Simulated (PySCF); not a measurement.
# Partial charges of cyclo-(SiF2)3

Cyclo-(SiF2)3.
Z-matrix (Å and degrees, PBE0-D3(BJ)/def2-SVP geometry), rows numbered from 1:
```
Si
F   1  1.6152
F   1  1.6142  2  107.33
Si  1  2.3868  2  119.08  3   145.15
F   4  1.6137  1  123.52  2    -4.80
F   4  1.6153  1  117.95  2  -144.35
Si  4  2.3891  1   60.05  2   107.77
F   7  1.6148  1  119.92  4   110.60
F   7  1.6141  1  121.91  4  -109.79
```

Density: PBE0/pcSseg-1 (PySCF); schemes: Mulliken, IAO, Hirshfeld and ESP-fitted. The structure is a single PBE0-D3(BJ)/def2-SVP conformer in the gas phase; no vibrational or solvent corrections.

Atoms with like bonding are taken together and averaged. Which atoms carry the lowest charge in the Mulliken, IAO, Hirshfeld and ESP-fitted schemes?

All schemes agree: Mulliken F2 (×6) (-0.391); IAO F2 (×6) (-0.504); Hirshfeld F2 (×6) (-0.189); ESP-fitted F2 (×6) (-0.226).

Which atoms carry the highest charge in the Mulliken, IAO, Hirshfeld and ESP-fitted schemes?

All schemes agree: Mulliken Si1/Si4/Si7 (+0.781); IAO Si1/Si4/Si7 (+1.007); Hirshfeld Si1/Si4/Si7 (+0.379); ESP-fitted Si1/Si4/Si7 (+0.452).

For which atoms does the sign change between the 4 schemes (beyond +0.03 e in one, beyond −0.03 e in another)?

For none.

Tabulate the Mulliken, IAO, Hirshfeld and ESP-fitted charges.

In e; atoms taken as equivalent share a row and are averaged (×n: the atom named and its like, n in all):

```
       atom                     environment  Mulliken     IAO  Hirshfeld  ESP-fitted
Si1/Si4/Si7  silicon bonded to 2 F and 2 Si    +0.781  +1.007     +0.379      +0.452
    F2 (×6)           fluorine bonded to Si    -0.391  -0.504     -0.189      -0.226
```

Mean size of the charges over all atoms: IAO 0.671 e, Mulliken 0.521 e, ESP-fitted 0.301 e, Hirshfeld 0.253 e. Each set sums to the total charge, 0, to within 0.001 e. The ESP scheme fits charges at the nuclei, held to the total charge, to the electrostatic potential on points at 1.4 to 2.0 times the van der Waals radii.

Sum the charges by element.

```tsv
element	atoms	Mulliken	IAO	Hirshfeld	ESP-fitted
Si	3	+2.344	+3.022	+1.136	+1.355
F	6	-2.344	-3.022	-1.137	-1.356
```

How many electrons does the ESP-fitted scheme count on F6?

Its own charge is -0.228 e, so Z − q = 9.228.
